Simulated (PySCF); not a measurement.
# HfOCl: from structure and modes to constants

Method: UPBE0/[Hf def2-TZVP with ECP60, O def2-TZVP, Cl def2-TZVP], scalar-relativistic core potentials, density fitting, no spin–orbit coupling, PySCF.

The doublet minimum has Cs symmetry. Masses (u): Hf 179.94655, O 15.99492, Cl 34.96885.

```xyz
3
charge 0 multiplicity 2, angstrom
Hf   -0.1935    0.0000   -0.2708
O    -1.6251    0.0000    0.7118
Cl    1.7393    0.0000    1.0689
```

Harmonic wavenumbers (cm⁻¹): 171.1 (a', ×1), 368.4 (a', ×1), 964.9 (a', ×1).

(1) Find the principal moments of inertia and the rotational constants. What kind of rotor is it?

(2) What is the harmonic zero-point energy?

(3) Find the vibrational entropy and heat capacity at 298.15 K.

(4) Give the standard entropy (298.15 K, 1 bar) by its translational, rotational, vibrational and spin parts, and Cp.

Answers

(1) About the centre of mass I = 35.103, 180.91, 216.01 u Å². With B = 16.8576/I this gives 0.4802, 0.09318, 0.07804 cm⁻¹. The molecule is an asymmetric top with κ = -0.92.

(2) Half the sum of all 3 wavenumbers, 1504/2 = 752 cm⁻¹, which is 9.0 kJ/mol (1 cm⁻¹ = 0.0119627 kJ/mol).

(3) With u = 1.43878 ω/T, each mode gives S = R[u/(eᵘ−1) − ln(1−e⁻ᵘ)] and C = R u² eᵘ/(eᵘ−1)².
```tsv
ω (cm⁻¹)	u	S (J/(mol K))	C (J/(mol K))
171.1	0.826	10.14	7.86
368.4	1.778	4.55	6.43
964.9	4.656	0.45	1.75
```
The sums over all modes are S = 15.1 and C = 16.0 J/(mol K); the softest mode gives 67 % of the entropy.

(4) Sackur–Tetrode with M = 230.91 u gives 176.7; rotation with symmetry number 1 gives 107.3; vibration 15.1; spin R ln 2 = 5.8. The total is 304.9 J/(mol K), and Cp = 4 R + 16.0 = 49.3 J/(mol K).

Only a few start shapes were tried, so a lower isomer may exist. Other spin states or occupations of the open shell can lie lower. With an element this heavy the missing spin–orbit coupling can shift these numbers.
